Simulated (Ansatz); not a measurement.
Pulling on the Se4–H5 bond in CdH2OSe (SMILES [OH][Cd][SeH]) (multiplicity 1 held, fragments rigid). Energies count from the point at 1.473 Å.
Geometry at that point (charge 0, multiplicity 1):
```xyz
5

Cd     0.435    -0.587    -0.106
O      1.501    -2.229    -0.454
H      2.379    -2.197    -0.059
Se    -0.992     1.393     0.215
H     -1.567     0.828     1.448
```

Restricted levels (R-, RO-) in cc, def2 and unpolarised 6-31G sets keep to the state of the molecule at rest. U- levels take the lowest unrestricted solution at each point, which mixes spins at long bonds. Active spaces are followed from a long bond inwards. Curves can end on different states.

Frozen-core correlation. Filled d and f shells under p-block atoms count as core.

Programs: Ansatz (an electronic-structure program) with Gaussian orbitals.  In def2 rows elements past Kr take small-core potentials, without spin–orbit coupling.

Task: Estimate the energy at R = 4.714 Å that FIC-MRCISD+Q on CASSCF(4,3)/def2-TZVPP returns for this input.

Result: 82.1 kcal/mol

Task: Give the energy at R = 4.714 Å at the level R-PBE/def2-TZVPP.

Result: 113.1 kcal/mol

Task: Predict the energy at R = 4.714 Å from U-r2SCAN/def2-TZVPP.

Result: 82.8 kcal/mol

Doubts at one or more of the structures used: a restricted determinant that unrestricted orbitals would lower (R-PBE/def2-TZVPP); a spin-contaminated determinant (U-r2SCAN/def2-TZVPP); active orbitals that take no part (FIC-MRCISD+Q on CASSCF(4,3)/def2-TZVPP).
